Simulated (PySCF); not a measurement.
Compound: C4H5F3OSi.
Z-matrix (Å and degrees, PBE0-D3(BJ)/def2-SVP geometry), rows numbered from 1:
```
F 
C   1  1.3073
F   2  1.3131  1  112.34
C   2  1.3428  1  124.48  3   179.93
F   4  1.3324  2  117.11  1     0.01
C   4  1.4434  2  123.56  1  -179.96
C   6  1.3449  4  127.20  2  -178.97
O   7  1.3416  6  124.32  4     0.09
Si  8  1.6818  7  126.36  6  -179.80
H   6  1.0908  4  115.93  2     0.96
H   7  1.0984  6  118.80  4  -179.97
H   9  1.4935  8  109.76  7   -58.66
H   9  1.4832  8  105.70  7  -178.69
H   9  1.4933  8  109.89  7    61.25
```

The closed-shell ground state was solved at several levels (PySCF, density fitting, gas phase, non-relativistic).

```tsv
level	basis functions	total energy (Eh)	HOMO (eV)	LUMO (eV)	gap (eV)	dipole (D)
B3LYP/def2-SVPD	236	-819.2045	-6.12	-1.03	5.09	2.93
PBE0/pcSseg-1	185	-818.9087	-6.19	-0.66	5.53	2.95
```

Task: What might KT2/pcSseg-1 (185 basis functions) give for the same quantities?

Result: Total energy -829.7841 Eh, HOMO -5.09 eV, LUMO -1.47 eV, gap 3.62 eV, dipole 2.65 D.

Task: Over all these levels, which gives the widest orbital gap and which the narrowest?

Result: PBE0/pcSseg-1 (global hybrid, 25 % exact exchange) has the widest, 5.53 eV, and KT2/pcSseg-1 (GGA) the narrowest, 3.62 eV. The two share the basis. From the narrowest to the widest the HOMO moves by -1.10 eV and the LUMO by +0.81 eV.

Task: How far do the dipole and the HOMO energy spread over the levels?

Result: The dipole runs from 2.65 to 2.95 D (mean 2.84 D) and the HOMO from -6.19 to -5.09 eV.

One conformer stands for the species.
